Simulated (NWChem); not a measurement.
System: CHO₂, doublet; SMILES C([O])=O

```xyz
4

O     -1.1431     0.0000    -0.1253
C      0.0057     0.0000     0.2148
O      1.1739     0.0000    -0.2042
H      0.2076     0.0000     1.3716
```
Atoms are numbered in this order, from 1.

All runs: NWChem. Spin-unrestricted. Structure relaxed at the PBE0/def2-SVP, spin-unrestricted level. No stability test was run on the SCF state. Fermi-contact couplings, non-relativistic, static geometry.

For level TPSSh/pcJ-1:

| Quantity | Result |
|---|---|
| A(iso) 13C atom 2 (MHz) | -101.2 |
| A(iso) 17O atom 3 (MHz) | -29.4 |
| A(iso) 1H atom 4 (MHz) | 670 |

**Question.** Estimate the same quantities for level PBE/IGLO-III.

**Answer.** The A(iso) 13C atom 2 (MHz) comes out as -67.3, the A(iso) 17O atom 3 (MHz) comes out as -21.8 and the A(iso) 1H atom 4 (MHz) is 598.
